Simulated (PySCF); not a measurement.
## ReO3, doublet: computed properties

Method: PySCF, UPBE, basis Re def2-SVP with ECP60, O def2-SVP (scalar-relativistic core potentials, no spin–orbit coupling, density fitting).

The structure is a minimum.

```xyz
4
charge 0 multiplicity 2, angstrom
Re    0.0000    0.0000   -0.0902
O     1.6594    0.0000    0.3608
O    -0.8297    1.4371    0.3608
O    -0.8297   -1.4371    0.3608
```

| Quantity | Value |
| --- | --- |
| Point group | C3v |
| Bond lengths | Re–O 1.720 Å (×3) |
| Bond angles | O–Re–O 113.4° (×3) |
| Atomisation energy without zero-point energy | 1973 kJ/mol |
| Principal quadrupole moments (Buckingham, traceless) about the centre of mass | -2.91, -2.91, 5.82 D Å |
| Entropy at 298.15 K and 1 bar (electronic part: spin only) | 298.9 J/(mol K) |
| Heat capacity Cp at 298.15 K | 59.7 J/(mol K) |
| Zero-point energy | 22.5 kJ/mol |
| Principal polarisabilities | 31.8, 43.2, 43.2 bohr³ |
| Rotational constants | 0.2283, 0.2283, 0.1276 cm⁻¹ |
| Spin squared ⟨S²⟩ | 0.753 |
| Lowest empty level (β) | -5.81 eV |
| Dipole moment | 2.16 D |
| Rotational symmetry number | 3 |
| Enthalpy at 298.15 K above 0 K | 13.75 kJ/mol |
| Highest occupied level (α) | -7.13 eV |

Harmonic modes (masses in u: Re 186.956, O 15.995):
```
symmetry  ω (cm⁻¹)  IR (km/mol, summed over degenerate members)  μ (u)
      a1       219                                         11.1  19.21
       e       314                                          3.3  17.04
       e       962                                          233  17.89
      a1       993                                          7.0  16.31
```

In C3v the vibrations span 2a1 + 2e.

Charges (e):
| atom | Mulliken | Löwdin | polar tensor | spin (Mulliken) | Mayer order to Re1 |
| --- | --- | --- | --- | --- | --- |
| Re1 | 0.87 | 0.26 | 1.50 | 0.98 | – |
| O2,3,4 | -0.29 | -0.09 | -0.50 | 0.01 | 2.03 |

Mulliken populations on Re1 (electrons outside its core potential): s 2.63, p 6.40, d 4.93, f 0.17.

Formally Re is in oxidation state +6, d1, with 1 unpaired electron. The Mulliken spin on Re is 0.98. The polar-tensor charge on Re, 1.50, is far below the formal one.

Other isomers or separated fragments may lie lower. Other spin states or occupations of the open shell can lie lower. No spin–orbit coupling is included, which matters more the heavier the element.

The final relaxation and frequency run took 56 s on 2 threads of a shared Arm Neoverse N1 host, with 74 basis functions and 9 gradients; the process peaked at 0.84 GiB. Launch command: `OMP_NUM_THREADS=2 python axn.py task.json out`.
